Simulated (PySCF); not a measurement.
Vertical excitations of a molecule C4H9NSi from TDDFT-PBE/def2-SVPD (PySCF), as energy in eV (oscillator strength): 4.21 (0.015), 4.65 (0.008), 5.26 (0.018), 5.51 (0.001), 5.54 (0.006), 5.84 (0.001), 5.87 (0.026), 6.07 (0.002), 6.36 (0.009), 6.62 (0.011). Lowest triplet (TDA): 3.92 eV. Geometry: r2SCAN-D4/def2-SVP. One conformer was computed; it need not be the lowest.

Which molecule gave these data?
A. [SiH3]N1CC=CC1
B. [SiH3]N1C=CCC1
C. C/C=C/C=N/[SiH3]
D. C=CN([SiH3])C=C

A, [SiH3]N1CC=CC1
